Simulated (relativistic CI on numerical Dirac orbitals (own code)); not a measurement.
Crystal-field levels of Pd³⁺, 4d7

Calculated by Dirac-Coulomb-Breit CI, separate exchange-only KLI orbitals for each configuration, model QED (radiative potential, 1s self-energy scaled to tabulated hydrogen-like ionisation energies), valence Slater integrals scaled by 0.9, one configuration in a parametric crystal field (own radial code). With so little scaling, terms lie 10 to 35 % too far apart, which can change the order of excited levels.

Field parameters in Wybourne normalisation: D4h B²₀ = −7Ds, B⁴₀ = 21(Dq − Dt), B⁴₄ = 21√(5/14) Dq. The field is a parameter set, without covalency.

S is read from ⟨S²⟩ = S(S + 1).

Levels (cm⁻¹, degeneracy): 0 (2), 123 (2), 10295 (2), 10871 (2), 11608 (2), 12590 (2), 18575 (2), 18846 (2), 25884 (2), 26108 (2), 27058 (2), 27285 (2).

Task: Which field gives this pattern?
A. D4h, 10Dq = 35900, Ds = 1360, Dt = 850 cm⁻¹
B. D4h, 10Dq = 35900, Ds = 3000, Dt = 850 cm⁻¹
C. D4h, 10Dq = 35900, Ds = -1090, Dt = 850 cm⁻¹
D. D4h, 10Dq = 35900, Ds = -270, Dt = 850 cm⁻¹

Result: C. D4h, 10Dq = 35900, Ds = -1090, Dt = 850 cm⁻¹, ground level with S = 0.55.
